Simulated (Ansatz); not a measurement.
Reaction (ligand exchange at the Si–Br bond): `B[SiH2]Br` + CH₃OH → `B[SiH2]OC` + HBr

Computed with Ansatz on PBE0-D4/def2-TZVP structures; ΔE is electronic, products minus reactants. CCSD(T)/CBS adds triple-zeta CCSD(T) − MP2 to the extrapolated MP2 energy (def2 sets, frozen cores). This one scheme is used for every species. DFT in def2-TZVPP. B3LYP here is the variant with VWN-RPA as its local correlation; programs differ in this. For Br outer-core shells are correlated without core-valence functions, which leaves a few kJ/mol of doubt a bond. Scalar relativity is left out up to krypton. One conformer a species, not always the lowest.

```json
{"level": "r2SCAN-D4", "ΔE (kJ/mol)": "7.7"}
{"level": "B3LYP-D4", "ΔE (kJ/mol)": "3.1"}
{"level": "B3LYP", "ΔE (kJ/mol)": "4.6"}
{"level": "BHLYP", "ΔE (kJ/mol)": "3.7"}
```

(1) What does CCSD(T)/CBS give? (An estimate is asked.)

Largest T1 diagnostic among the species: 0.011.

Results:

(1) Ansatz gave: +8.6 kJ/mol. The listed levels differ from it by -0.9, -5.5, -4.0, -4.9 kJ/mol.

Leaving LDA and LC-ωPBE aside and taking each functional with its dispersion term where it has one, the values, not all of them listed here, spread over 16.3 kJ/mol, from CAM-B3LYP-D4 to HSE06-D4. LDA lies −9.5 kJ/mol from PBE without D4. At CCSD(T), def2-SVP lies −6.1 kJ/mol from the extrapolated value and def2-TZVPP −5.3 kJ/mol.
